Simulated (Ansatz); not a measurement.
`O/C=C/[SiH2][SiH3]`, charge 0, multiplicity 1.

Question: Give a relaxed structure at PBE0-D4/def2-TZVP (Ansatz). (An estimate is asked.)

Answer: Ansatz gave: 
Z-matrix (Å, degrees):
```
Si
Si 1 2.343
C 1 1.845 2 111.3
H 1 1.491 2 108.1 3 122.9
H 1 1.492 2 109.3 3 -119.7
H 2 1.489 1 111.3 3 -176.2
H 2 1.490 1 110.3 3 -56.2
H 2 1.489 1 110.4 3 63.3
C 3 1.332 1 121.8 2 -116.7
H 3 1.088 1 120.7 2 61.6
O 9 1.352 3 122.7 1 178.5
H 9 1.089 3 121.8 1 -1.5
H 11 0.960 9 109.9 3 179.4
```
This is one stationary point; other conformers may exist.
